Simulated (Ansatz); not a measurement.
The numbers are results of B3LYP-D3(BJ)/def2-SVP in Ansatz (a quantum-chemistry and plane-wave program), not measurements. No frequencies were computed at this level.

Ansatz 0.2 input:
```yaml
crystal:
  periodic: [false, false, false]
  atoms:
    - { symbol: C, position_ang: [2.045575, -0.051324, 0.739697] }
    - { symbol: O, position_ang: [1.462683, 0.544772, -0.389603] }
    - { symbol: Sn, position_ang: [0.047313, -0.198144, -1.537075] }
    - { symbol: O, position_ang: [-1.441398, -0.686332, -0.346368] }
    - { symbol: C, position_ang: [-2.086529, 0.135584, 0.590932] }
    - { symbol: H, position_ang: [2.725468, -0.859181, 0.461324] }
    - { symbol: H, position_ang: [1.300965, -0.445801, 1.43626] }
    - { symbol: H, position_ang: [2.616268, 0.730883, 1.242898] }
    - { symbol: H, position_ang: [-0.146984, 1.135834, -2.535638] }
    - { symbol: H, position_ang: [0.293784, -1.714127, -2.2121] }
    - { symbol: H, position_ang: [-2.73881, 0.864112, 0.104681] }
    - { symbol: H, position_ang: [-2.696165, -0.522608, 1.212119] }
    - { symbol: H, position_ang: [-1.382173, 0.671374, 1.232875] }
basis:
  gaussian: { orbitals: def2-svp }
hamiltonian:
  xc: b3lyp
  dispersion: d3bj
relax:
  max_steps: 150
```

Output:

```
Functional definition: B3LYP
1414 factors; integrals over basis functions are off by at most 3.3e-4 eV
mean field evaluation 1: about -12115.8493 eV, gradient 7.0e1 eV
mean field evaluation 2: about -12079.4897 eV, gradient 1.5e2 eV
mean field evaluation 4: about -12126.2447 eV, gradient 8.2e0 eV
mean field evaluation 8: about -12126.4175 eV, gradient 3.4e-2 eV
mean field -12126.41746920 eV, -445.6376224120 hartree, gradient 5.0e-5 eV, S^2 0.000000; 0 other end points of the search recorded, 0 dependent functions left out
reference -12126.41775142 eV, -445.6376327834 hartree; 29, 29 occupied and 93, 93 virtual orbitals, 1414 factors
relax step   1: F+E_penalty+E_count = -12126.84334165 eV  Δ(F+E_penalty+E_count) = +0.000e0 eV  max|allowed force component| = 4.954e-1 eV/Å  Δτ_max = 0.0000 Å  (26 SCF iters, accepted)
these checks for a lower state are left out or cut short: starts, cluster_reference, orbital_swaps, neighbouring_geometries, increment
1414 factors; integrals over basis functions are off by at most 3.5e-4 eV
mean field evaluation 16: about -12126.4306 eV, gradient 4.8e0 eV
mean field -12126.51329204 eV, -445.6411438364 hartree, gradient 5.9e-6 eV, S^2 0.000000; 0 other end points of the search recorded, 0 dependent functions left out
reference -12126.51357610 eV, -445.6411542755 hartree; 29, 29 occupied and 93, 93 virtual orbitals, 1414 factors
relax step   2: F+E_penalty+E_count = -12126.93467530 eV  Δ(F+E_penalty+E_count) = -9.133e-2 eV  max|allowed force component| = 2.690e-1 eV/Å  Δτ_max = 0.1791 Å  (31 SCF iters, accepted)
these checks for a lower state are left out or cut short: starts, cluster_reference, orbital_swaps, neighbouring_geometries, increment
1414 factors; integrals over basis functions are off by at most 3.3e-4 eV
mean field -12126.53351794 eV, -445.6418871247 hartree, gradient 6.6e-6 eV, S^2 0.000000; 0 other end points of the search recorded, 0 dependent functions left out
reference -12126.53380078 eV, -445.6418975190 hartree; 29, 29 occupied and 93, 93 virtual orbitals, 1414 factors
relax step   3: F+E_penalty+E_count = -12126.95874757 eV  Δ(F+E_penalty+E_count) = -2.407e-2 eV  max|allowed force component| = 1.221e-1 eV/Å  Δτ_max = 0.0536 Å  (29 SCF iters, accepted)
these checks for a lower state are left out or cut short: starts, cluster_reference, orbital_swaps, neighbouring_geometries, increment
1414 factors; integrals over basis functions are off by at most 3.3e-4 eV
mean field evaluation 32: about -12126.5167 eV, gradient 3.3e-1 eV
mean field -12126.51749545 eV, -445.6412983089 hartree, gradient 1.6e-5 eV, S^2 0.000000; 0 other end points of the search recorded, 0 dependent functions left out
reference -12126.51777626 eV, -445.6413086284 hartree; 29, 29 occupied and 93, 93 virtual orbitals, 1414 factors
relax step   4: F+E_penalty+E_count = -12126.94875350 eV  Δ(F+E_penalty+E_count) = +9.994e-3 eV  max|allowed force component| = 5.067e-1 eV/Å  Δτ_max = 0.1437 Å  (27 SCF iters, rejected (line search))
these checks for a lower state are left out or cut short: starts, cluster_reference, orbital_swaps, neighbouring_geometries, increment
1414 factors; integrals over basis functions are off by at most 3.3e-4 eV
mean field -12126.53863159 eV, -445.6420750479 hartree, gradient 7.3e-6 eV, S^2 0.000000; 0 other end points of the search recorded, 0 dependent functions left out
reference -12126.53891332 eV, -445.6420854010 hartree; 29, 29 occupied and 93, 93 virtual orbitals, 1414 factors
relax step   5: F+E_penalty+E_count = -12126.96930791 eV  Δ(F+E_penalty+E_count) = -1.056e-2 eV  max|allowed force component| = 4.924e-2 eV/Å  Δτ_max = 0.0718 Å  (30 SCF iters, accepted)
these checks for a lower state are left out or cut short: starts, cluster_reference, orbital_swaps, neighbouring_geometries, increment
1414 factors; integrals over basis functions are off by at most 3.3e-4 eV
mean field -12126.54145466 eV, -445.6421787938 hartree, gradient 5.5e-6 eV, S^2 0.000000; 0 other end points of the search recorded, 0 dependent functions left out
reference -12126.54173596 eV, -445.6421891315 hartree; 29, 29 occupied and 93, 93 virtual orbitals, 1414 factors
relax step   6: F+E_penalty+E_count = -12126.97423010 eV  Δ(F+E_penalty+E_count) = -4.922e-3 eV  max|allowed force component| = 3.595e-2 eV/Å  Δτ_max = 0.0633 Å  (28 SCF iters, accepted)
these checks for a lower state are left out or cut short: starts, cluster_reference, orbital_swaps, neighbouring_geometries, increment
1414 factors; integrals over basis functions are off by at most 3.3e-4 eV
mean field -12126.54291549 eV, -445.6422324784 hartree, gradient 6.0e-6 eV, S^2 0.000000; 0 other end points of the search recorded, 0 dependent functions left out
reference -12126.54319656 eV, -445.6422428075 hartree; 29, 29 occupied and 93, 93 virtual orbitals, 1414 factors
relax step   7: F+E_penalty+E_count = -12126.97527205 eV  Δ(F+E_penalty+E_count) = -1.042e-3 eV  max|allowed force component| = 2.880e-2 eV/Å  Δτ_max = 0.0708 Å  (29 SCF iters, accepted)
these checks for a lower state are left out or cut short: starts, cluster_reference, orbital_swaps, neighbouring_geometries, increment
1414 factors; integrals over basis functions are off by at most 3.3e-4 eV
mean field evaluation 64: about -12126.5436 eV, gradient 6.4e-6 eV
mean field -12126.54355991 eV, -445.6422561601 hartree, gradient 6.4e-6 eV, S^2 0.000000; 0 other end points of the search recorded, 0 dependent functions left out
reference -12126.54384099 eV, -445.6422664897 hartree; 29, 29 occupied and 93, 93 virtual orbitals, 1414 factors
relax step   8: F+E_penalty+E_count = -12126.97537960 eV  Δ(F+E_penalty+E_count) = -1.075e-4 eV  max|allowed force component| = 4.883e-2 eV/Å  Δτ_max = 0.0321 Å  (31 SCF iters, accepted)
these checks for a lower state are left out or cut short: starts, cluster_reference, orbital_swaps, neighbouring_geometries, increment
1414 factors; integrals over basis functions are off by at most 3.3e-4 eV
mean field -12126.54524226 eV, -445.6423179856 hartree, gradient 6.8e-6 eV, S^2 0.000000; 0 other end points of the search recorded, 0 dependent functions left out
reference -12126.54552387 eV, -445.6423283344 hartree; 29, 29 occupied and 93, 93 virtual orbitals, 1414 factors
relax step   9: F+E_penalty+E_count = -12126.97607612 eV  Δ(F+E_penalty+E_count) = -6.965e-4 eV  max|allowed force component| = 2.176e-2 eV/Å  Δτ_max = 0.0211 Å  (32 SCF iters, accepted)
these checks for a lower state are left out or cut short: starts, cluster_reference, orbital_swaps, neighbouring_geometries, increment
1414 factors; integrals over basis functions are off by at most 3.3e-4 eV
mean field -12126.54643822 eV, -445.6423619363 hartree, gradient 6.3e-6 eV, S^2 0.000000; 0 other end points of the search recorded, 0 dependent functions left out
reference -12126.54672030 eV, -445.6423723023 hartree; 29, 29 occupied and 93, 93 virtual orbitals, 1414 factors
relax step  10: F+E_penalty+E_count = -12126.97636197 eV  Δ(F+E_penalty+E_count) = -2.859e-4 eV  max|allowed force component| = 2.105e-2 eV/Å  Δτ_max = 0.0289 Å  (31 SCF iters, accepted)
these checks for a lower state are left out or cut short: starts, cluster_reference, orbital_swaps, neighbouring_geometries, increment
1414 factors; integrals over basis functions are off by at most 3.3e-4 eV
mean field -12126.54710998 eV, -445.6423866230 hartree, gradient 6.4e-6 eV, S^2 0.000000; 0 other end points of the search recorded, 0 dependent functions left out
reference -12126.54739226 eV, -445.6423969964 hartree; 29, 29 occupied and 93, 93 virtual orbitals, 1414 factors
relax step  11: F+E_penalty+E_count = -12126.97651323 eV  Δ(F+E_penalty+E_count) = -1.513e-4 eV  max|allowed force component| = 1.090e-2 eV/Å  Δτ_max = 0.0241 Å  (31 SCF iters, accepted)
these checks for a lower state are left out or cut short: starts, cluster_reference, orbital_swaps, neighbouring_geometries, increment
1414 factors; integrals over basis functions are off by at most 3.3e-4 eV
mean field -12126.54743783 eV, -445.6423986713 hartree, gradient 6.4e-6 eV, S^2 0.000000; 0 other end points of the search recorded, 0 dependent functions left out
reference -12126.54772020 eV, -445.6424090481 hartree; 29, 29 occupied and 93, 93 virtual orbitals, 1414 factors
relax step  12: F+E_penalty+E_count = -12126.97657608 eV  Δ(F+E_penalty+E_count) = -6.285e-5 eV  max|allowed force component| = 7.524e-3 eV/Å  Δτ_max = 0.0214 Å  (31 SCF iters, accepted)
1414 factors; integrals over basis functions are off by at most 3.3e-4 eV
mean field evaluation 96: about -12076.6534 eV, gradient 1.5e2 eV
mean field -12126.54743783 eV, -445.6423986713 hartree, gradient 6.4e-6 eV, S^2 0.000000; 1 other end points of the search recorded, 0 dependent functions left out
reference -12126.54772020 eV, -445.6424090481 hartree; 29, 29 occupied and 93, 93 virtual orbitals, 1414 factors
Total energy: -12126.97685845 eV, -445.6581795879 hartree
Atom 0 at     2.081066    -0.056772     0.704912 Å, force     0.003461    -0.002741     0.007524 eV/Å
Atom 1 at     1.436228     0.669549    -0.313979 Å, force     0.000603    -0.000077    -0.000189 eV/Å
Atom 2 at     0.045533    -0.189137    -1.458326 Å, force    -0.002014     0.001264    -0.000090 eV/Å
Atom 3 at    -1.418760    -0.790780    -0.243811 Å, force     0.000045    -0.001326    -0.000376 eV/Å
Atom 4 at    -2.120327     0.132920     0.553775 Å, force    -0.002199     0.004354     0.005343 eV/Å
Atom 5 at     2.598171    -0.964565     0.330522 Å, force    -0.002920     0.005756     0.003981 eV/Å
Atom 6 at     1.387324    -0.378808     1.506795 Å, force     0.006476     0.002056    -0.005906 eV/Å
Atom 7 at     2.847557     0.590011     1.167199 Å, force    -0.006520    -0.006274    -0.004436 eV/Å
Atom 8 at    -0.483789     1.085122    -2.472720 Å, force    -0.001570     0.000591    -0.000682 eV/Å
Atom 9 at     0.627663    -1.647682    -2.141598 Å, force     0.001024    -0.000370     0.001030 eV/Å
Atom 10 at    -2.607580     0.935545    -0.037840 Å, force     0.002848    -0.004597     0.004956 eV/Å
Atom 11 at    -2.917947    -0.404765     1.096196 Å, force     0.006732     0.004633    -0.005325 eV/Å
Atom 12 at    -1.475142     0.624404     1.308876 Å, force    -0.005964    -0.003268    -0.005829 eV/Å
Dipole moment:     0.004479    -0.015617    -0.140752 e Å
```

Cost: very roughly 100 core-seconds.
